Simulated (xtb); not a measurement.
Cl2Se, charge +1, doublet, geometry from GFN2-xTB (a state made from the parent by changing its charge; the spin is typed, not shown lowest); GFN0-xTB (xtb 6.7.1).

xtb was given this input:
```
$ xtb mol.xyz --gfn 0 --chrg 1 --uhf 1 --etemp 3000 --json

# file mol.xyz
3

Se     0.00125977     0.00114573     0.64595924
Cl     1.04566240     1.26466714    -0.65024613
Cl    -1.04818193    -1.26695861    -0.64167234
```

What the program printed (banner, timings and long lists left out):

```
   ID    Z sym.   atoms
    1   34 Se     1
    2   17 Cl     2, 3

           -------------------------------------------------
          |                Calculation Setup                |
           -------------------------------------------------

           -------------------------------------------------
          |                 G F N 0 - x T B                 |
           -------------------------------------------------

          ...................................................
          :                      SETUP                      :
          :.................................................:
          :  # basis functions                  30          :
          :  # atomic orbitals                  27          :
          :  # shells                            9          :
          :  # electrons                        19          :
          :  electronic temp.         3000.0000000     K    :
          :  accuracy                    1.0000000          :
          :  -> integral cutoff          0.2500000E+02      :
          :  -> integral neglect         0.1000000E-07      :
          ...................................................

         :::::::::::::::::::::::::::::::::::::::::::::::::::::
         ::                     SUMMARY                     ::
         :::::::::::::::::::::::::::::::::::::::::::::::::::::
         :: total energy             -10.025809074101 Eh    ::
         :: gradient norm              0.012306734277 Eh/a0 ::
         :: HOMO-LUMO gap              2.926485366978 eV    ::
         ::.................................................::
         :: H0 energy                -11.524138860693 Eh    ::
         :: repulsion energy           0.007681660157 Eh    ::
         :: electrostat energy         1.491369041439 Eh    ::
         :: -> Gsolv                   0.000000000000 Eh    ::
         ::    -> Gsasa                0.000000000000 Eh    ::
         ::    -> Gshift               0.000000000000 Eh    ::
         :: dispersion energy         -0.000720915004 Eh    ::
         :: short-range corr.          0.000000000000 Eh    ::
         :: add. restraining           0.000000000000 Eh    ::
         :: total charge               1.000000000000 e     ::
         :::::::::::::::::::::::::::::::::::::::::::::::::::::

           -------------------------------------------------
          |                Property Printout                |
[...]
        12        0.0010           -0.2696157              -7.3366
        13                         -0.0667156              -1.8154
        14                         -0.0664033              -1.8069
        15                         -0.0662546              -1.8029
        16                         -0.0654869              -1.7820
        17                         -0.0648943              -1.7659
        18                         -0.0621349              -1.6908
        19                         -0.0606288              -1.6498
        20                         -0.0448715              -1.2210
        21                         -0.0124562              -0.3389
       ...                                ...                  ...
        27                          0.6979618              18.9925
      -------------------------------------------------------------
                  HL-Gap            0.1075464 Eh            2.9265 eV
             Fermi-level            0.0000000 Eh            0.0000 eV

     #   Z          covCN         q      C6AA      α(0)
     1  34 Se       1.780     0.525   211.492    25.410
     2  17 Cl       0.895     0.237    90.541    14.545
     3  17 Cl       0.895     0.237    90.541    14.545

 Mol. C6AA /au·bohr⁶  :       1123.171744
 Mol. C8AA /au·bohr⁸  :      60099.805331
 Mol. α(0) /au        :         54.500512

Wiberg/Mayer (AO) data.
largest (>0.10) Wiberg bond orders for each atom

 ---------------------------------------------------------------------------
     #   Z sym  total        # sym  WBO       # sym  WBO       # sym  WBO
 ---------------------------------------------------------------------------
     1  34 Se   2.764 --     2 Cl   1.382     3 Cl   1.382
     2  17 Cl   1.530 --     1 Se   1.382     3 Cl   0.148
     3  17 Cl   1.530 --     1 Se   1.382     2 Cl   0.148
 ---------------------------------------------------------------------------

Topologies differ in total number of bonds
Writing topology from bond orders to xtbtopo.mol

 dipole moment from electron density (au)
     X       Y       Z
   0.0001   0.0001   0.0674  total (Debye):    0.171

           -------------------------------------------------
          | TOTAL ENERGY              -10.025809074101 Eh   |
          | GRADIENT NORM               0.012306734277 Eh/α |
          | HOMO-LUMO GAP               2.926485366978 eV   |
           -------------------------------------------------

normal termination of xtb
```
